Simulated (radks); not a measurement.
Charge is removed step by step from the 5p (averaged over the sub-levels emptied) level of neutral europium, starting from [Xe] 4f7 6s2. Calculated with a radial shooting solver on a logarithmic mesh with Libxc functionals: Dirac Kohn-Sham, LDA (Slater exchange, Perdew-Wang correlation), spin-unpolarised, spherical densities, finite nucleus; open shells are shared between the two j in proportion to 2j + 1; Fermi nuclear charge, rms radius 5.1115 fm.

\begin{tabular}{lrrr}
removed (e) & E - E(0) (eV) & eigenvalue (eV) & E minus straight line (eV) \\ \hline
0 & 0.000 & -24.019 & 0.000 \\
0.1 & 2.450 & -24.983 & -0.461 \\
0.2 & 4.997 & -25.970 & -0.825 \\
0.3 & 7.645 & -26.977 & -1.089 \\
0.4 & 10.393 & -28.003 & -1.252 \\
0.5 & 13.246 & -29.046 & -1.311 \\
0.6 & 16.203 & -30.105 & -1.265 \\
0.7 & 19.267 & -31.179 & -1.112 \\
0.8 & 22.439 & -32.267 & -0.851 \\
0.9 & 25.721 & -33.369 & -0.481 \\
1 & 29.114 & -34.483 & 0.000 \\
\end{tabular}

Removing the whole electron costs 29.114 eV by Delta-SCF, against 24.019 eV from minus the eigenvalue at the starting occupation. Slater's transition state (half an electron removed) gives 29.046 eV. Integrating minus the eigenvalue over the occupation (Janak's theorem) gives 29.114 eV. The mean slope of the eigenvalue, de/dn, is 10.5 eV per electron.
